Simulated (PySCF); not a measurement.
# Ne⁺ (neon, charge +1) across methods

[He] 2s2 2p5, 2P determinant. Computed with PySCF 2.14 in aug-cc-pVQZ-DK, with scalar relativity by spin-free X2C-1e. The B2PLYP total includes its PT2 part (frozen core); its orbital energies are those of the SCF part.

```tsv
method	E (hartree)	mean ε 2s β (eV)	mean ε 2p α (eV)	mean ε 2p β (eV)	Σ⟨r²⟩ (bohr²)	⟨S²⟩
PBE0	-128.2195	-58.077	-36.359	-34.212	6.867	0.751
wB97M-V	-128.2965	-60.881	-38.792	-36.736	6.897	0.751
r2SCANh	-128.2784	-56.900	-35.331	-33.120	6.831	0.752
UHF	-127.95914	-68.407	-44.921	-42.083	6.764	0.753
r2SCAN	-128.2806	-55.537	-34.180	-32.019	6.842	0.752
PBE	-128.2069	-54.216	-33.206	-31.233	6.930	0.751
BLYP	-128.3135	-54.140	-33.189	-31.272	6.951	0.751
B2PLYP	-128.2778	-61.986	-39.618	-37.273	6.841	0.752
LDA	-127.5506	-54.091	-33.362	-31.232	6.957	0.751
```
